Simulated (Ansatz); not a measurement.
`Cl[SiH2][SbH2]` and `Cl[SiH2][GeH3]` differ in one atom or group.

Ansatz, PBE0-D4/def2-TZVP geometries, multiplicity 1. 

Elements past krypton have def2 core potentials. Scalar relativity is left out up to krypton.

```
                                          property  `Cl[SiH2][SbH2]`
                HOMO energy (PBE0/def2-TZVPP) / eV             -7.35
           HOMO–LUMO gap (ωB97M-V/def2-TZVPP) / eV             10.13
    size of the dipole moment (PBE/def2-TZVPP) / D              1.42
size of the dipole moment (ωB97M-V/def2-TZVPP) / D              1.46
  size of the dipole moment (B3LYP/def2-TZVPP) / D              1.55
              HOMO–LUMO gap (PBE0/def2-TZVPP) / eV              6.49
```

**Question.** What does the change do to each property? (An estimate is asked.)

**Answer.** Computed: 
| property | `Cl[SiH2][GeH3]` | shift |
| --- | --- | --- |
| HOMO energy (PBE0/def2-TZVPP) / eV | -8.15 | -0.80 |
| HOMO–LUMO gap (ωB97M-V/def2-TZVPP) / eV | 11.58 | 1.45 |
| size of the dipole moment (PBE/def2-TZVPP) / D | 1.17 | -0.25 |
| size of the dipole moment (ωB97M-V/def2-TZVPP) / D | 1.25 | -0.21 |
| size of the dipole moment (B3LYP/def2-TZVPP) / D | 1.24 | -0.31 |
| HOMO–LUMO gap (PBE0/def2-TZVPP) / eV | 7.71 | 1.22 |

With PBE0 the HOMO falls by 0.80 eV and the LUMO rises by 0.42 eV, so the gap widens by about 1.22 eV. PBE moves the HOMO by -0.64 eV and ωB97M-V by -0.87 eV. The zero-point energy changes by 25.0 kJ/mol with +3 modes. Dipoles are sizes alone; their direction can turn.

B3LYP here is the variant with VWN-RPA as its local correlation; programs differ in this.

Spin–orbit coupling is left out; it splits and shifts lone-pair levels of the heavy atoms by tenths of an eV.
